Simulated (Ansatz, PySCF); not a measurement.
This PySCF input computes a CCSD(T)/cc-pVDZ energy:

```python
from pyscf import gto, scf, mp, cc as ccmod

mol = gto.M(
    atom='''
    B    -0.23858232   -0.00199056   -1.32852059
    H    -0.34039407    1.05302637   -1.89939799
    H    -0.34121778   -1.05871324   -1.89608599
    C     0.01327516    0.00011076    0.07392131
    O     0.22435906    0.00187189    1.24931988
    ''',
    basis='cc-pvdz',
    charge=-1,
    spin=0,
    verbose=4,
)

mf = scf.RHF(mol)
mf.conv_tol = 1e-10
mf.max_cycle = 100
mf.kernel()
mp2 = mp.MP2(mf, frozen=3).run()
cc = ccmod.CCSD(mf, frozen=3)
cc.max_cycle = 100
cc.kernel()
et = cc.ccsd_t()
print(f'E(CCSD(T)) = {cc.e_tot + et:.9f}')
```

Task: Write an input for the same energy in Ansatz (a first-principles code) and say what it gives.

Result: 
Ansatz 0.2 input:
```yaml
crystal:
  periodic: [false, false, false]
  atoms:
    - {symbol: B, position_ang: [-0.23858232, -0.00199056, -1.32852059]}
    - {symbol: H, position_ang: [-0.34039407, 1.05302637, -1.89939799]}
    - {symbol: H, position_ang: [-0.34121778, -1.05871324, -1.89608599]}
    - {symbol: C, position_ang: [0.01327516, 0.00011076, 0.07392131]}
    - {symbol: O, position_ang: [0.22435906, 0.00187189, 1.24931988]}
basis:
  gaussian:
    orbitals: cc-pVDZ
total_charge: -1
magnetization: {spin_polarized: false}
correlation: {method: ccsd_t, electrons: outside_noble_gas}
```
It gives -138.98780 Eh, and PySCF -138.98780 Eh, a difference of 0.00 mEh.

It need not be the lowest isomer of its formula. Whether it binds its extra electron was not tested at this geometry.
